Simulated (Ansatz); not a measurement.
ZnMe(NH2) (CH₅NZn). Total charge 0; triplet. Geometry r2SCAN-D4/def2-TZVP, that of the neutral singlet; atoms count from 1.

```tsv
atom	x (Å)	y (Å)	z (Å)
Zn1	0.010	-0.293	-0.062
C2	0.071	1.578	0.353
H3	-0.918	2.035	0.284
H4	0.737	2.104	-0.336
H5	0.448	1.736	1.367
N6	0.101	-2.067	-0.442
H7	-0.141	-2.370	-1.376
H8	-0.308	-2.723	0.211
```

At PBE0-D4/def2-TZVP a singlet of charge 0 lies 4.83 eV below the triplet at the same geometry.

Problem. Estimate the Mulliken populations from the PBE0/def2-TZVP orbitals of Ansatz.

Solution. 
| atom | charge (e) | spin (α − β) | d electrons |
| --- | --- | --- | --- |
| Zn1 | -0.27 | 0.88 | 9.94 |
| C2 | -0.49 | 0.06 | – |
| H3 | 0.13 | 0.01 | – |
| H4 | 0.12 | 0.02 | – |
| H5 | 0.12 | 0.02 | – |
| N6 | 0.15 | 0.67 | – |
| H7 | 0.12 | 0.17 | – |
| H8 | 0.12 | 0.17 | – |
Mulliken values depend strongly on the basis.

Problem. Where does the spin sit?

Solution. Summed by element: Zn 0.88, C 0.06, H 0.39, N 0.67, of 2 unpaired in all. Largest on single atoms: Zn1 0.88, N6 0.67, H7 0.17.

Problem. And the Mayer bond orders between heavy atoms (over 0.3)?

Solution. Zn1–C2 0.59 (1.92 Å).
